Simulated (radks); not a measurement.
Initial-state core-level shifts of the cerium ion Ce+ when its valence configuration changes from [Xe] 4f1 5d2. Method: scalar-relativistic Kohn-Sham, r2SCAN, spin-polarised, spherical densities, finite nucleus; open shells are filled with parallel spins first (spin-orbit coupling, left out, can overturn this in heavy ions); meta-GGA in the generalised Kohn-Sham scheme; Fermi nuclear charge, rms radius 4.8771 fm; computed with a radial shooting solver on a logarithmic mesh with Libxc functionals. Shifts are changes of the shell-averaged eigenvalues in eV (positive: less bound); the change of the density at the nucleus, which sets a Mossbauer isomer shift, is in e/bohr^3, on a base of 3.975e+05.

[
 {"valence": "4f1 5d1 6s1", "3p": "-2.289", "3d": "-2.298", "4s": "-2.276", "5p": "-2.054", "density at nucleus": "+25.66"},
 {"valence": "4f1 5d1 6p1", "3p": "-3.378", "3d": "-3.386", "4s": "-3.364", "5p": "-3.112", "density at nucleus": "+3.33"},
 {"valence": "5d3", "3p": "-9.071", "3d": "-8.969", "4s": "-8.187", "5p": "-2.524", "density at nucleus": "+23.37"},
 {"valence": "4f3", "3p": "+11.286", "3d": "+11.153", "4s": "+10.592", "5p": "+3.516", "density at nucleus": "-28.56"},
 {"valence": "4f0.5 5d2 6p0.5", "3p": "-6.151", "3d": "-6.106", "4s": "-5.747", "5p": "-2.887", "density at nucleus": "+12.89"},
 {"valence": "4f1 6s2", "3p": "-4.842", "3d": "-4.861", "4s": "-4.806", "5p": "-4.289", "density at nucleus": "+52.29"},
 {"valence": "4f2 5d1", "3p": "+7.320", "3d": "+7.239", "4s": "+6.817", "5p": "+2.358", "density at nucleus": "-18.27"},
 {"valence": "5d2 6s1", "3p": "-11.709", "3d": "-11.615", "4s": "-10.785", "5p": "-4.772", "density at nucleus": "+53.26"},
 {"valence": "5d2 6p1", "3p": "-12.779", "3d": "-12.685", "4s": "-11.854", "5p": "-5.814", "density at nucleus": "+27.31"}
]
